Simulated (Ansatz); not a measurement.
Born–Oppenheimer molecular dynamics of CH₉GeN (12 atoms, charge 0, multiplicity 1). It starts at the highest image of a converged band. Of that band: Neighbouring images differ by up to 2.5 eV, so the band resolves the path poorly. A vibrational analysis at the climbing image gives one clearly imaginary mode, 995i cm⁻¹: a first-order saddle point.

Level of theory: Ansatz, RKS B3LYP-D4/def2-SVP.

```yaml
ensemble: NVE (velocity Verlet)
time_step: 0.5 fs
steps_asked: 200
starting_velocities_drawn_for: 300 K
seed: 3974
```

First frame:

```xyz
12
Properties=species:S:1:pos:R:3
Ge 0.164 -0.287 -0.088
C 0.170 0.069 2.444
H -0.855 -0.034 2.847
H 0.871 -0.187 3.265
H 0.333 1.142 2.241
H 1.364 0.669 -0.124
H -1.254 0.286 0.074
H 0.144 -0.942 -1.524
N 0.583 -2.051 0.830
H -0.140 -2.773 0.751
H 1.495 -2.469 0.617
H 0.512 -1.367 1.744
```

**Question.** How far do the bonds stretch over the last three quarters of this one trajectory? (Pairs bonded in most of those frames.)

**Answer.** 
```
  bond  mean (Å)  spread (Å)  shortest  longest
Ge1–H6     1.549       0.035      1.49     1.61
Ge1–H7     1.545       0.041      1.48     1.60
Ge1–H8     1.550       0.018      1.51     1.58
Ge1–N9     1.862       0.059      1.76     1.99
 C2–H3     1.104       0.033      1.04     1.18
 C2–H4     1.116       0.070      0.98     1.25
 C2–H5     1.103       0.039      1.04     1.17
C2–H12     1.142       0.125      0.94     1.35
N9–H10     1.024       0.016      0.99     1.06
N9–H11     1.025       0.029      0.97     1.08
```

Mean temperature of the second half: 1740 K. The conserved energy stayed within 1.1 meV per atom of its start (net change 0.027 meV per atom), so the integration is sound. The kinetic energy rose, since the run started high on the potential surface and went downhill. It ends in pieces (CH4 + GeH5N), so much of that is their flight and rotation, not heat. A run of 0.1 ps of so small a system gives no equilibrium averages. The orbitals stay closed-shell, which can raise the energy where a bond breaks towards radicals; this wasn't checked here.

Time of the run: 7.1 min on 2 threads of Arm Neoverse V2 (shared host), peak memory 0.23 GiB.
